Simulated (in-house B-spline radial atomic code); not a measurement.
# RPA and G0W0 on wB97X: H⁻

Configuration 1s2, mean-field start wB97X. Computed with an all-electron radial atomic-structure program (B-spline basis): all electrons, scalar-relativistic (spin-free one-electron X2C), finite nucleus, each spin shell either full or empty, empty states to l = 9 with an (l + 1/2)⁻⁴ tail; G0W0 by contour deformation at full frequency.

Command:
```bash
python run_gw.py task.json out
```
Settings (radii: box in bohr, nucleus in fm):
```
Z                        1
electrons                2
configuration            1s2
hamiltonian              x2c
method                   wb97x
lmax                     9
rms_radius               0.8409
spin_polarised           False
box_radius               60
intervals                81
ion_configuration        1s1
```

Cost of the run: 2.8 s on 1 thread of Arm Neoverse N1, on a shared host.

Energies (hartree):

```
                                     term      value
                         mean-field total   -0.52899
Hartree-Fock functional on these orbitals   -0.48688
                      direct second order  -0.067831
                    second-order exchange   0.033916
                         SOSEX correction   0.026873
```

**Question.** What is the RPA correlation energy, and what remains with SOSEX?

**Answer.** RPA gives -0.053746 hartree (-0.731 eV per electron); RPA + SOSEX gives -0.026873, and the second-order doubles -0.033916 hartree (no singles). SOSEX takes back 50 % of the RPA value, the self-correlation of each of the two electrons.

Quasi-particle levels (eV):

```csv
level,occupied,mean field,Σx - vxc,Σc,QP weight,G0W0
1s,yes,-1.304,0.04,?,?,?
```

G0W0 = mean field + (Σx - vxc) + Σc, with Σc (partial-wave tail included) taken at the quasi-particle energy.

**Question.** Where does G0W0 put 1s?

**Answer.** At -1.109 eV, with Σc = 0.16 eV and a quasi-particle weight of 0.855. The tabulated removal energy is 0.754 eV (electron affinity of the neutral atom).

**Question.** What does it cost to remove one electron (to 1s1) by differences of total energies, each species on its own start (correlation terms add to the Hartree-Fock functional)?

**Answer.** wB97X 0.743 eV, Hartree-Fock functional -0.348 eV, + RPA 0.669 eV, + RPA + SOSEX 0.384 eV, + second order 0.575 eV. Tabulated: 0.754 eV (electron affinity of the neutral atom).
